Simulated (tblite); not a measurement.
Species: C₅H₁₀BNO₂.
SMILES with atom numbers: `[NH2:1][CH2:2][CH2:3][C:4]#[C:5][CH2:6][B:7]([OH:8])[OH:9]` (hydrogens: H10, H11 on N1; H12, H13 on C2; H14, H15 on C3; H16, H17 on C6; H18 on O8; H19 on O9)

Computed with GFN2-xTB (tblite), gas phase: L-BFGS steps from a force-field or distance-geometry start until the largest atomic force falls under 0.01 eV/Å.

Step 33: E = -764.5901 eV
```
atom  x, y, z in Å  |  force x, y, z in eV/Å
N1      3.7706    0.8235   -0.5204    0.018  -0.055   0.008
C2      2.3184    0.6953   -0.5621    0.033   0.081  -0.059
C3      1.8565   -0.3784    0.4265    0.097   0.053  -0.056
C4      0.4119   -0.4764    0.5298   -0.058  -0.038   0.038
C5     -0.7736   -0.6086    0.6608    0.161  -0.012  -0.004
C6     -2.2040   -0.7941    0.8306    0.000   0.028  -0.012
B7     -3.0476    0.0502   -0.2502    0.058  -0.002  -0.114
O8     -3.9024   -0.5384   -1.1339   -0.059  -0.138   0.078
O9     -2.8823    1.3817   -0.3124   -0.007   0.095  -0.045
H10     4.2006   -0.0947   -0.5247    0.050  -0.067  -0.073
H11     4.1068    1.3242   -1.3374   -0.031   0.016   0.089
H12     1.9167    1.6710   -0.2800   -0.153   0.021   0.026
H13     1.9367    0.4494   -1.5659   -0.039  -0.037  -0.024
H14     2.2814   -0.1486    1.4069   -0.031   0.004   0.040
H15     2.2591   -1.3455    0.1013   -0.044  -0.016   0.041
H16    -2.4586   -0.4831    1.8457   -0.035   0.042   0.016
H17    -2.4198   -1.8645    0.7531   -0.008  -0.009   0.011
H18    -4.0181   -1.4865   -1.0481    0.034   0.160  -0.067
H19    -3.3621    1.8327   -1.0120    0.014  -0.127   0.106
```

Step 34: E = -764.5939 eV
```
atom  x, y, z in Å  |  force x, y, z in eV/Å
N1      3.7702    0.8184   -0.5186    0.013  -0.021  -0.001
C2      2.3182    0.6951   -0.5651    0.025   0.059  -0.044
C3      1.8539   -0.3760    0.4249    0.062   0.040  -0.023
C4      0.4091   -0.4744    0.5304    0.037  -0.017   0.017
C5     -0.7752   -0.6076    0.6631    0.050  -0.030   0.018
C6     -2.2058   -0.7948    0.8348    0.014   0.026  -0.017
B7     -3.0448    0.0509   -0.2512    0.063  -0.022  -0.061
O8     -3.9010   -0.5386   -1.1331   -0.041  -0.043   0.054
O9     -2.8739    1.3825   -0.3165    0.057  -0.041   0.094
H10     4.1994   -0.0999   -0.5377    0.043  -0.060  -0.080
H11     4.1074    1.3353   -1.3253   -0.022  -0.002   0.094
H12     1.9167    1.6721   -0.2854   -0.138   0.007   0.020
H13     1.9377    0.4461   -1.5687   -0.036  -0.027  -0.028
H14     2.2769   -0.1457    1.4058   -0.018   0.011   0.038
H15     2.2531   -1.3455    0.1040   -0.026  -0.018   0.027
H16    -2.4597   -0.4867    1.8522   -0.033   0.050  -0.026
H17    -2.4203   -1.8664    0.7579   -0.007   0.020   0.001
H18    -4.0140   -1.4861   -1.0547    0.028   0.096  -0.041
H19    -3.3576    1.8305   -1.0092   -0.071  -0.028  -0.041
```

Step 35: E = -764.5996 eV
```
atom  x, y, z in Å  |  force x, y, z in eV/Å
N1      3.7693    0.8053   -0.5126    0.016  -0.053  -0.017
C2      2.3173    0.6942   -0.5725    0.018   0.015  -0.030
C3      1.8443   -0.3686    0.4206    0.040   0.005   0.034
C4      0.3995   -0.4637    0.5271    0.070  -0.019   0.025
C5     -0.7815   -0.6080    0.6742    0.018  -0.034   0.026
C6     -2.2119   -0.7974    0.8474    0.042   0.005  -0.035
B7     -3.0362    0.0502   -0.2502    0.065  -0.108   0.040
O8     -3.8919   -0.5391   -1.1319   -0.025   0.166  -0.017
O9     -2.8506    1.3790   -0.3177   -0.004  -0.042   0.074
H10     4.1921   -0.1166   -0.5817    0.006   0.052  -0.082
H11     4.1112    1.3679   -1.2864   -0.008  -0.040   0.093
H12     1.9141    1.6735   -0.3009   -0.098  -0.015   0.002
H13     1.9427    0.4338   -1.5754   -0.034   0.011  -0.052
H14     2.2674   -0.1361    1.4001   -0.015   0.033   0.069
H15     2.2385   -1.3434    0.1125   -0.007  -0.025  -0.013
H16    -2.4662   -0.4915    1.8667   -0.037   0.044  -0.084
H17    -2.4244   -1.8702    0.7658   -0.009   0.058   0.016
H18    -4.0021   -1.4844   -1.0705    0.014  -0.061   0.011
H19    -3.3416    1.8244   -1.0069   -0.052   0.006  -0.060
```

Step 36: E = -764.6019 eV
```
atom  x, y, z in Å  |  force x, y, z in eV/Å
N1      3.7686    0.7990   -0.5101    0.000  -0.013  -0.024
C2      2.3170    0.6942   -0.5759   -0.008  -0.019  -0.013
C3      1.8415   -0.3657    0.4193    0.024  -0.010   0.048
C4      0.3967   -0.4598    0.5258    0.073  -0.023   0.033
C5     -0.7827   -0.6091    0.6794    0.022  -0.031   0.024
C6     -2.2132   -0.7980    0.8513    0.057  -0.009  -0.027
B7     -3.0302    0.0480   -0.2500    0.031  -0.071   0.044
O8     -3.8870   -0.5378   -1.1327   -0.019   0.174  -0.027
O9     -2.8424    1.3768   -0.3172   -0.037  -0.024   0.038
H10     4.1881   -0.1223   -0.6004    0.010   0.048  -0.079
H11     4.1127    1.3798   -1.2692    0.006  -0.044   0.083
H12     1.9112    1.6737   -0.3065   -0.066  -0.031  -0.012
H13     1.9439    0.4286   -1.5785   -0.026   0.032  -0.047
H14     2.2644   -0.1314    1.3986   -0.014   0.035   0.068
H15     2.2337   -1.3429    0.1157    0.000  -0.017  -0.021
H16    -2.4697   -0.4920    1.8702   -0.035   0.045  -0.093
H17    -2.4267   -1.8701    0.7685   -0.007   0.040   0.022
H18    -3.9985   -1.4829   -1.0750    0.010  -0.077   0.016
H19    -3.3372    1.8212   -1.0056   -0.022  -0.006  -0.033
```

**Question.** Estimate the geometry and energy of step 37. (The exact step hangs on the optimiser's Hessian estimate; all steps are aligned on step 36, rigid shifts and turns removed.)

**Answer.** E = -764.6053 eV, largest force 0.111 eV/Å
```
atom  x, y, z in Å  |  force x, y, z in eV/Å
N1      3.7671    0.7909   -0.5073   -0.041  -0.018   0.021
C2      2.3161    0.6943   -0.5804   -0.056  -0.066   0.015
C3      1.8399   -0.3622    0.4187    0.003  -0.034   0.059
C4      0.3954   -0.4567    0.5254    0.082  -0.024   0.043
C5     -0.7819   -0.6127    0.6872    0.011  -0.021   0.018
C6     -2.2128   -0.7987    0.8547    0.067  -0.026  -0.018
B7     -3.0206    0.0439   -0.2504   -0.027   0.024   0.016
O8     -3.8791   -0.5344   -1.1361   -0.013   0.109  -0.015
O9     -2.8346    1.3737   -0.3149   -0.072   0.010  -0.019
H10     4.1835   -0.1283   -0.6259    0.003   0.037  -0.061
H11     4.1150    1.3913   -1.2453    0.049   0.031  -0.004
H12     1.9035    1.6729   -0.3129   -0.003  -0.057  -0.032
H13     1.9438    0.4231   -1.5832   -0.008   0.053  -0.024
H14     2.2617   -0.1245    1.3981   -0.012   0.033   0.047
H15     2.2293   -1.3421    0.1196    0.015  -0.003  -0.020
H16    -2.4753   -0.4887    1.8704   -0.026   0.039  -0.083
H17    -2.4298   -1.8686    0.7707   -0.003  -0.005   0.039
H18    -3.9960   -1.4794   -1.0775    0.008  -0.053   0.002
H19    -3.3350    1.8154   -1.0032    0.025  -0.029   0.016
```

The energy changes by -0.0034 eV. The first-order estimate −F·Δx gives -0.0051 eV and the mean of the old and new forces, exact on a quadratic surface, -0.0034 eV. The step makes an angle of 72° with the force vector and moves no atom by more than 0.027 Å.

What follows is the cost of the whole relaxation. On one thread, Intel Xeon at 2.50 GHz (x86_64), shared host with 64 logical CPUs at a one-minute load of 62, this took 4.2 s wall.
